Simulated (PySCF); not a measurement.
# An excited-state table with gaps

Compound: C₄H₆N₂O₂Si.
SMILES: `c1ncn([SiH3])c1OC=O`

Method: PySCF, TDDFT CAM-B3LYP/def2-SVPD, vertical, gas phase, core orbitals frozen in the response. Geometry: PBE0-D3(BJ)/def2-SVP, one conformer, isolated molecule. Torsions of this conformer, `[O:1]=[CH:2][O:3][c:4]1[cH:5][n:6][cH:7][n:8]1[SiH3:9]`: O1–C2–O3–C4 -4°, C2–O3–C4–C5 -166°.

Lowest singlets, with some entries withheld (?).

```tsv
state	ν̃ (cm⁻¹)	f	main configurations (H = HOMO, L = LUMO)
S1	42090	?	?
S2	47910	0.0021	?
S3	50340	0.0044	H→L+1 (74%), H→L+2 (12%)
S4	51690	0.0008	H-1→L (60%), H-1→L+4 (31%)
S5	52320	0.033	H→L+4 (56%), H-2→L (17%), H→L+3 (12%)
S6	54840	?	?
S7	?	?	H→L+2 (68%), H→L+1 (9%)
S8	57930	0.0042	H-1→L+4 (35%), H-1→L (24%), H-1→L+5 (15%)
S9	?	0.022	H→L+3 (50%), H→L+2 (11%), H→L+5 (11%)
S10	58900	0.070	H→L+5 (42%), H→L+6 (20%), H-2→L (13%)
```

Q: Supply the missing values.

A: 
- S1: f = 0.181; H→L (97%)
- S2: H-3→L (64%), H-4→L (15%), H-5→L (14%)
- S6: f = 0.026; H-2→L (56%), H→L+4 (16%), H→L+3 (11%)
- S7: ν̃ = 55790 cm⁻¹; f = 0.0060
- S9: ν̃ = 58170 cm⁻¹

Q: What is the mean static polarisability from the same response equations?

A: 91.5 au (13.55 Å³), with principal values 61.5, 101.4 and 111.5 au.

Q: Where do the lowest triplets lie (Tamm–Dancoff)?

A: T1 3.97 eV, H→L (72%), H→L+4 (16%); T2 5.10 eV, H→L+4 (58%), H→L (15%); T3 5.44 eV, H-3→L (60%), H-4→L (16%), H-5→L (15%); T4 5.63 eV, H→L+5 (30%), H→L+12 (16%), H-2→L (12%). E(S1) − E(T1) = +1.25 eV.

Q: How far apart are S1 and S5, in eV and cm⁻¹?

A: 6.487 − 5.218 = 1.269 eV, or about 10240 cm⁻¹.

The vertical ionisation energy (ΔSCF) is 8.71 eV, 1.41 eV above S10.

Time: 5.7 min wall (with the writing of density and orbital grids); peak memory 1.3 GiB. Hardware: one thread, Arm Neoverse N1 (aarch64) (shared host).
